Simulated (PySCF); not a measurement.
# [TcCl6]2-: what the settings change

[TcCl6]2- holds Tc(IV), d3, at total charge -2. The structure is a PBE0-D3(BJ)/def2-SVP, IEF-PCM water geometry optimised for multiplicity 4; coordination octahedral, point group Oh, metal–donor distances 2.37 Å.

The d shell alone is too small an active space for [TcCl6]2- (an active orbital has only 0.58 squared overlap with the free ion's shell): its levels, fitted parameters, g values and moments show what this model gives and aren't sound predictions.

```
7

Tc    0.0000    0.0000    0.0000
Cl    0.0000    0.0000    2.3738
Cl    0.0000    0.0000   -2.3738
Cl    2.3738    0.0000    0.0000
Cl   -2.3738    0.0000    0.0000
Cl    0.0000    2.3738    0.0000
Cl    0.0000   -2.3738    0.0000
```

Method (PySCF 2.14, density fitting): CASSCF(3,5) with orbitals averaged over all microstates of the shell, strongly contracted NEVPT2 on the averaged canonical orbitals; basis x2c-TZVPall on the metal, x2c-SVPall elsewhere; spin-free X2C; IEF-PCM water; spin-orbit coupling by state interaction with the mean-field operator over all roots.

Base run: NEVPT2 ground state 4A2g, next 2Eg at 12170, then 2T1g at 12590 cm⁻¹, 10Dq(CASSCF) 24277, B(CASSCF) 606, ζ 796 cm⁻¹, g 1.954 1.954 1.954, μeff(300 K) 3.79 μB.

(1) What happens with the basis x2c-TZVPall on all atoms?

(2) What happens with orbitals averaged over the highest spin alone?

No frequencies were computed for the optimised geometry. Charge-transfer states lie outside this active space and may come lower than some of these levels. NEVPT2 lifts 4T2g from 24871 to 29151 cm⁻¹; on the d shell alone it tends to overshoot states that fill the eg-type orbitals. NEVPT2 on the d shell alone tends to put d–d bands too high for such charged or covalently bound ions.

Answers

(1) NEVPT2 ground state 4A2g, next 2Eg at 12037, then 2T1g at 12459 cm⁻¹, 10Dq(CASSCF) 24165, B(CASSCF) 604, ζ 796 cm⁻¹, g 1.953 1.953 1.953, μeff(300 K) 3.79 μB. It took 77 s against 25 s on a shared host of the same kind.

(2) NEVPT2 ground state 4A2g, next 2Eg at 12346, then 2T1g at 12770 cm⁻¹, 10Dq(CASSCF) 24463, B(CASSCF) 620, ζ 815 cm⁻¹, g 1.952 1.952 1.952, μeff(300 K) 3.79 μB.
